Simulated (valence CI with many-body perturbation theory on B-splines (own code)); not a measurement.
E1 line list for I48+

Calculated by valence CI with perturbative core correlation (CI+MBPT): three valence electrons over a frozen Dirac-Fock core [He], a basis of 11 s, 11 p, 9 d, 7 f, 5 g, 2 h, 1 i functions for each j, with the one-electron correlation potential Σ1 (screened to all orders), the two-electron term Σ2, the three-electron term Σ3, Breit, model QED; selected single and double excitations, second order for the rest (own B-spline code, finite nucleus).

No measured spectrum was set against this ion. As an estimate, large intervals hold to a few tenths of a per cent, small ones and those within an open d or f shell to about a per cent.

Lines 201 to 250 of 281 in falling wavelength, among levels below 5828.7 eV, chosen from the strongest by gf and those to the six lowest levels. Wavelengths and rates use the calculated energies. Electric multipoles are in the length gauge, E1 and E2 with the static RPA response of the core. Weak lines are less certain than strong ones. Lines between different terms over intervals too small for the method are left out, as are lines whose strength nearly cancels.

Levels are named by their leading jj configuration (3d3/2^4 stands for four electrons in 3d with j = 3/2), which in mixed levels can hold well under half, so a name can repeat and another be missing. Letters in brackets count levels of one name in rising energy.

```
λ vac (nm)                          Upper                       Lower   A (s⁻¹)  log gf  Branch %
    0.2416     (2s 2p3/2 3d3/2) J=3/2 [a]      (2s 2p1/2 2p3/2) J=5/2  1.10e+14   -0.41      20.5
    0.2415         (2s 2p1/2 3d3/2) J=1/2          (2s 2p1/2^2) J=1/2  6.46e+14    0.05      94.4
    0.2415         (2s 2p3/2 3d3/2) J=7/2      (2s 2p1/2 2p3/2) J=5/2  3.49e+14    0.39      97.7
    0.2414         (2s 2p3/2 3d5/2) J=1/2  (2s 2p1/2 2p3/2) J=3/2 [b]  4.62e+12   -2.09       1.0
    0.2413     (2s 2p1/2 3d3/2) J=3/2 [b]          (2s 2p1/2^2) J=1/2  4.21e+14    0.17      83.2
    0.2413     (2s 2p3/2 3p1/2) J=3/2 [a]          (2s^2 2p3/2) J=3/2  3.92e+13   -0.86      98.7
    0.2412         (2s 2p3/2 3p1/2) J=5/2          (2s^2 2p3/2) J=3/2  9.48e+13   -0.30      99.4
    0.2411         (2s 2p1/2 3p1/2) J=3/2          (2s^2 2p1/2) J=1/2  1.91e+14   -0.18      99.1
    0.2408  (2p1/2 2p3/2 3p1/2) J=3/2 [b]  (2s 2p1/2 2p3/2) J=3/2 [b]  9.61e+13   -0.48      44.4
    0.2407     (2s 2p3/2 3d3/2) J=5/2 [b]  (2s 2p1/2 2p3/2) J=3/2 [b]  2.72e+14    0.15      90.7
    0.2407     (2s 2p3/2 3d3/2) J=3/2 [b]      (2s 2p1/2 2p3/2) J=1/2  1.49e+14   -0.29      36.9
    0.2406     (2s 2p3/2 3d3/2) J=3/2 [b]  (2s 2p1/2 2p3/2) J=3/2 [b]  6.02e+13   -0.68      14.9
    0.2405     (2s 2p3/2 3d3/2) J=1/2 [b]      (2s 2p1/2 2p3/2) J=1/2  2.68e+14   -0.33      71.7
    0.2405     (2s 2p3/2 3d3/2) J=1/2 [b]  (2s 2p1/2 2p3/2) J=3/2 [b]  3.94e+13   -1.17      10.5
    0.2403     (2s 2p3/2 3d3/2) J=5/2 [a]  (2s 2p1/2 2p3/2) J=3/2 [a]  1.80e+14   -0.03      39.6
    0.2402  (2p1/2 2p3/2 3p1/2) J=3/2 [a]      (2s 2p1/2 2p3/2) J=5/2  2.16e+12   -2.13       1.4
    0.2402     (2s 2p3/2 3d5/2) J=5/2 [a]      (2s 2p1/2 2p3/2) J=5/2  2.87e+12   -1.83       0.9
    0.2402     (2s 2p3/2 3d3/2) J=3/2 [a]  (2s 2p1/2 2p3/2) J=3/2 [a]  3.48e+14    0.08      64.7
    0.2401     (2s 2p3/2 3d3/2) J=1/2 [a]  (2s 2p1/2 2p3/2) J=3/2 [a]  4.73e+14   -0.09      94.0
    0.2400             (2s^2 3d3/2) J=3/2          (2s^2 2p1/2) J=1/2  2.64e+14   -0.04      79.0
    0.2400     (2s 2p3/2 3d5/2) J=3/2 [a]      (2s 2p1/2 2p3/2) J=5/2  1.74e+12   -2.22       0.8
    0.2399          (2p1/2^2 3d5/2) J=5/2          (2s^2 2p3/2) J=3/2  5.60e+11   -2.54       0.2
    0.2398         (2s 2p1/2 3d5/2) J=3/2          (2s 2p1/2^2) J=1/2  3.53e+12   -1.91       1.0
    0.2398          (2p1/2^2 3p1/2) J=1/2          (2s 2p1/2^2) J=1/2  4.84e+12   -2.08      21.1
    0.2398     (2s 2p1/2 3p1/2) J=1/2 [b]          (2s^2 2p1/2) J=1/2  5.44e+13   -1.03      96.7
    0.2398      (2p1/2 2p3/2 3p1/2) J=5/2      (2s 2p1/2 2p3/2) J=5/2  3.18e+13   -0.78      14.5
    0.2397     (2s 2p3/2 3d5/2) J=7/2 [a]      (2s 2p1/2 2p3/2) J=5/2  2.45e+13   -0.77       4.3
    0.2394     (2s 2p3/2 3d5/2) J=5/2 [b]  (2s 2p1/2 2p3/2) J=3/2 [b]  6.79e+12   -1.46       1.2
    0.2393     (2s 2p3/2 3d5/2) J=3/2 [b]  (2s 2p1/2 2p3/2) J=3/2 [b]  7.31e+11   -2.60       0.2
    0.2389      (2p1/2 2p3/2 3p1/2) J=1/2  (2s 2p1/2 2p3/2) J=3/2 [a]  7.01e+12   -1.92      15.5
    0.2388  (2p1/2 2p3/2 3p1/2) J=3/2 [a]  (2s 2p1/2 2p3/2) J=3/2 [a]  7.78e+12   -1.58       5.2
    0.2385     (2s 2p3/2 3d5/2) J=3/2 [a]  (2s 2p1/2 2p3/2) J=3/2 [a]  2.61e+12   -2.05       1.2
    0.2385  (2p1/2 2p3/2 3p1/2) J=3/2 [b]      (2s 2p1/2 2p3/2) J=5/2  6.85e+13   -0.63      31.7
    0.2385     (2s 2p3/2 3d3/2) J=5/2 [b]      (2s 2p1/2 2p3/2) J=5/2  3.30e+12   -1.77       1.1
    0.2384         (2s 2p3/2 3p1/2) J=1/2          (2s^2 2p3/2) J=3/2  8.14e+13   -0.86      96.2
    0.2384     (2s 2p3/2 3d3/2) J=3/2 [b]      (2s 2p1/2 2p3/2) J=5/2  1.75e+13   -1.23       4.3
    0.2384     (2s 2p3/2 3p1/2) J=3/2 [b]          (2s^2 2p3/2) J=3/2  7.32e+13   -0.60      97.1
    0.2383      (2p1/2 2p3/2 3p1/2) J=5/2  (2s 2p1/2 2p3/2) J=3/2 [a]  1.62e+12   -2.08       0.7
    0.2382  (2p1/2 2p3/2 3p3/2) J=5/2 [a]  (2s 2p1/2 2p3/2) J=3/2 [b]  4.83e+12   -1.61       4.1
    0.2380  (2p1/2 2p3/2 3p3/2) J=1/2 [a]      (2s 2p1/2 2p3/2) J=1/2  7.49e+13   -0.90      62.0
    0.2380  (2p1/2 2p3/2 3p3/2) J=1/2 [a]  (2s 2p1/2 2p3/2) J=3/2 [b]  1.56e+13   -1.58      12.9
    0.2378  (2p1/2 2p3/2 3p3/2) J=3/2 [a]      (2s 2p1/2 2p3/2) J=1/2  4.37e+13   -0.83      35.2
    0.2378  (2p1/2 2p3/2 3p3/2) J=3/2 [a]  (2s 2p1/2 2p3/2) J=3/2 [b]  4.86e+13   -0.78      39.2
    0.2377     (2s 2p3/2 3d5/2) J=7/2 [b]      (2s 2p1/2 2p3/2) J=5/2  6.10e+12   -1.38       4.1
    0.2373     (2s 2p3/2 3p3/2) J=3/2 [a]          (2s^2 2p3/2) J=3/2  8.13e+13   -0.56      95.7
    0.2371  (2p1/2 2p3/2 3p1/2) J=3/2 [b]  (2s 2p1/2 2p3/2) J=3/2 [a]  9.00e+12   -1.52       4.2
    0.2371     (2s 2p1/2 3p3/2) J=3/2 [a]          (2s^2 2p1/2) J=1/2  4.97e+13   -0.78      98.9
    0.2370     (2s 2p3/2 3d3/2) J=5/2 [b]  (2s 2p1/2 2p3/2) J=3/2 [a]  1.43e+12   -2.14       0.5
    0.2370  (2p1/2 2p3/2 3p3/2) J=3/2 [b]  (2s 2p1/2 2p3/2) J=3/2 [b]  3.76e+13   -0.90      30.3
    0.2367     (2s 2p3/2 3p3/2) J=1/2 [a]          (2s^2 2p3/2) J=3/2  1.33e+14   -0.65      89.7
```

Task: How does gf follow from A for the line at 0.2399 nm?

Result: gf = 1.4992 × (2J+1)_upper × A / σ², with σ = 41677678 cm⁻¹ and 2J+1 = 6: gf = 0.00290.
